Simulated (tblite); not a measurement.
C5H12B2O.
Numbering: `[BH2:1][O:2][BH:3]/[CH:4]=[CH:5]\[CH2:6][CH2:7][CH3:8]` (hydrogens: H9, H10 on B1; H11 on B3; H12 on C4; H13 on C5; H14, H15 on C6; H16, H17 on C7; H18, H19, H20 on C8)

Computed with GFN2-xTB (tblite), gas phase: L-BFGS steps from a force-field or distance-geometry start until the largest atomic force falls under 0.01 eV/Å.

At the end of the run (lengths in Å): B1–O2 1.294, O2–B3 1.304, C7–C8 1.523, C5–C6 1.494, C8–H19 1.088, C6–H15 1.089, C4=C5 1.332, B1–O2–B3 178.4°, B3–C4–C5 128.9°, O2–B3–C4 123.5°, C5–C6–C7 111.1°, O2–B3–C4–C5 34°, B3–C4–C5–C6 2°, C4–C5–C6–C7 119°, H18–C8–C7–C6 60°, H16–C7–C8–H18 -61°.

**Question.** These geometries were met on the way; a selection of coordinates is given. Order them by energy above the end point, lowest first.
A. B1–O2 1.305, O2–B3 1.312, C7–C8 1.516, C5–C6 1.490, C8–H19 1.092, C6–H15 1.095, C4=C5 1.331, B1–O2–B3 160.3°, B3–C4–C5 133.9°, O2–B3–C4 129.3°, C5–C6–C7 106.9°, O2–B3–C4–C5 42°, B3–C4–C5–C6 -2°, C4–C5–C6–C7 120°, H18–C8–C7–C6 67°, H16–C7–C8–H18 -56°
B. B1–O2 1.335, O2–B3 1.346, C7–C8 1.531, C5–C6 1.495, C8–H19 1.087, C6–H15 1.091, C4=C5 1.336, B1–O2–B3 123.7°, B3–C4–C5 130.2°, O2–B3–C4 119.2°, C5–C6–C7 109.1°, O2–B3–C4–C5 42°, B3–C4–C5–C6 10°, C4–C5–C6–C7 114°, H18–C8–C7–C6 29°, H16–C7–C8–H18 -92°
C. B1–O2 1.313, O2–B3 1.323, C7–C8 1.520, C5–C6 1.488, C8–H19 1.094, C6–H15 1.084, C4=C5 1.329, B1–O2–B3 150.2°, B3–C4–C5 133.4°, O2–B3–C4 127.6°, C5–C6–C7 107.0°, O2–B3–C4–C5 41°, B3–C4–C5–C6 5°, C4–C5–C6–C7 117°, H18–C8–C7–C6 57°, H16–C7–C8–H18 -65°
D. B1–O2 1.490, O2–B3 1.462, C7–C8 1.493, C5–C6 1.471, C8–H19 1.111, C6–H15 1.111, C4=C5 1.316, B1–O2–B3 105.2°, B3–C4–C5 121.1°, O2–B3–C4 124.0°, C5–C6–C7 107.0°, O2–B3–C4–C5 44°, B3–C4–C5–C6 2°, C4–C5–C6–C7 119°, H18–C8–C7–C6 21°, H16–C7–C8–H18 -95°
E. B1–O2 1.300, O2–B3 1.314, C7–C8 1.536, C5–C6 1.509, C8–H19 1.072, C6–H15 1.089, C4=C5 1.312, B1–O2–B3 118.0°, B3–C4–C5 124.4°, O2–B3–C4 126.5°, C5–C6–C7 106.2°, O2–B3–C4–C5 42°, B3–C4–C5–C6 9°, C4–C5–C6–C7 115°, H18–C8–C7–C6 25°, H16–C7–C8–H18 -93°

**Answer.** A (0.228 eV), C (0.425 eV), B (0.726 eV), E (1.178 eV), D (2.070 eV).

```tsv
step	E above end (eV)	rms distance from the end, all atoms (Å)	largest force (eV/Å)	rms shift of all bonds from the end (Å)
38	0.228	0.408	0.517	0.007
33	0.425	0.469	0.509	0.008
10	0.726	0.657	0.367	0.014
2	1.178	0.675	2.647	0.012
0	2.070	0.690	3.879	0.060
```

Rows stand in the order of the answer.
